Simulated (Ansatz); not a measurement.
`B[SiH2]B[SiH2]C` + dimethylamine → `C[SiH2]N(C)C` + `B[SiH2]B`  (cleavage of the Si–B bond)

Isolated molecules relaxed with PBE0-D4/def2-TZVP in Ansatz; ΔE leaves out vibrations. CBS: MP2 limit from def2 TZ/QZ plus the TZ coupled-cluster correction, frozen cores. Functionals use def2-TZVPP. B3LYP here is the variant with VWN-RPA as its local correlation; programs differ in this. One conformer a species, not always the lowest.

`B[SiH2]B[SiH2]C`:

```xyz
15

B     1.060   -0.175    2.316
Si   -0.137    1.212    1.494
B    -1.366    0.014    0.459
Si   -0.953   -0.615   -1.400
C     0.807   -0.311   -1.970
H     0.862   -0.597    3.416
H     1.958   -0.648    1.684
H    -0.829    2.052    2.512
H     0.647    2.095    0.581
H    -2.373   -0.364    0.986
H    -1.289   -2.063   -1.551
H    -1.908    0.141   -2.272
H     1.517   -0.857   -1.344
H     0.948   -0.636   -3.003
H     1.055    0.751   -1.909
```

`CNC`:

Z-matrix (Å, degrees):
```
C
N 1 1.445
H 1 1.094 2 109.4
H 1 1.092 2 110.0 3 117.9
H 1 1.104 2 114.0 3 -120.2
C 2 1.445 1 112.8 3 65.3
H 2 1.011 1 109.8 3 -171.9
H 6 1.104 2 114.0 1 54.9
H 6 1.094 2 109.4 1 -65.3
H 6 1.092 2 110.0 1 176.8
```

`C[SiH2]N(C)C`:

```xyz
16

C     0.148   -1.584   -1.693
Si   -0.130   -1.196    0.111
N    -0.202    0.506    0.371
C    -0.837    1.040    1.550
C     0.786    1.394   -0.189
H     1.136   -1.266   -2.031
H     0.083   -2.665   -1.846
H    -0.605   -1.103   -2.321
H     0.946   -1.886    0.896
H    -1.432   -1.740    0.588
H    -1.324    1.997    1.325
H    -1.604    0.353    1.914
H    -0.126    1.219    2.372
H     1.205    0.979   -1.108
H     0.334    2.361   -0.442
H     1.620    1.592    0.502
```

`B[SiH2]B`:

Z-matrix (Å, degrees):
```
Si
B 1 2.009
B 1 2.008 2 100.9
H 1 1.491 2 111.5 3 -118.6
H 1 1.491 2 111.7 3 118.8
H 2 1.195 1 120.8 3 87.8
H 2 1.195 1 120.9 3 -88.7
H 3 1.195 1 120.9 2 88.6
H 3 1.195 1 120.8 2 -87.8
```

| level | ΔE (kJ/mol) |
| --- | --- |
| ωB97M-V | -59.6 |
| B3LYP | -53.9 |
| HF/def2-QZVPP | -69.0 |
| MP2/def2-QZVPP | -66.3 |

**Question.** What does CCSD(T)/CBS give? (Best estimate.)

**Answer.** Ansatz gave: -56.4 kJ/mol. The listed levels differ from it by -3.2, 2.5, -12.6, -9.9 kJ/mol.

Largest T1 diagnostic among the species: 0.015.

From PBE to PBE0 (25 % exact exchange), in def2-TZVPP and without D4, ΔE moves by −6.7 kJ/mol.
